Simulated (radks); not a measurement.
Species: the zinc ion Zn2+. Configuration: [Ar] 3d10.

Calculated with a radial shooting solver on a logarithmic mesh with Libxc functionals: Dirac Kohn-Sham, LDA (Slater exchange, Perdew-Wang correlation), spin-unpolarised, spherical densities, finite nucleus; Fermi nuclear charge, rms radius 3.9283 fm.

Energy parts (hartree):
part                       energy
total                 -1792.31287
kinetic                1824.86893
electron-nucleus      -4305.51720
Hartree                 756.69942
exchange-correlation    -68.36402

Orbitals (lengths in bohr, moments of r in powers of bohr):
\begin{tabular}{lrrr}
orbital & occ. & eigenvalue (hartree) & <r^4> \\ \hline
1s1/2 & 2 & -350.0621 & 0.00002998 \\
2s1/2 & 2 & -43.23001 & 0.006369 \\
2p1/2 & 2 & -38.20893 & 0.004530 \\
2p3/2 & 4 & -37.33336 & 0.004798 \\
3s1/2 & 2 & -5.49638 & 0.4759 \\
3p1/2 & 2 & -3.90655 & 0.6214 \\
3p3/2 & 4 & -3.79378 & 0.6614 \\
3d3/2 & 4 & -1.15551 & 2.687 \\
3d5/2 & 6 & -1.14210 & 2.774 \\
4s1/2 & 0 & -0.85390 & 46.68 \\
4p1/2 & 0 & -0.58164 & 102.0 \\
4p3/2 & 0 & -0.57423 & 106.3 \\
4d3/2 & 0 & -0.26241 & 838.1 \\
4d5/2 & 0 & -0.26179 & 846.8 \\
4f5/2 & 0 & -0.13209 & 8462 \\
4f7/2 & 0 & -0.13209 & 8462 \\
\end{tabular}

The highest occupied level is 3d5/2 at -31.078 eV. Summed over all electrons, <r^2> = 15.31 bohr^2, which gives a Langevin (diamagnetic) susceptibility term of -12.1 x 10^-6 cm^3/mol. The electron density at the nucleus is 2.493e+04 e/bohr^3.
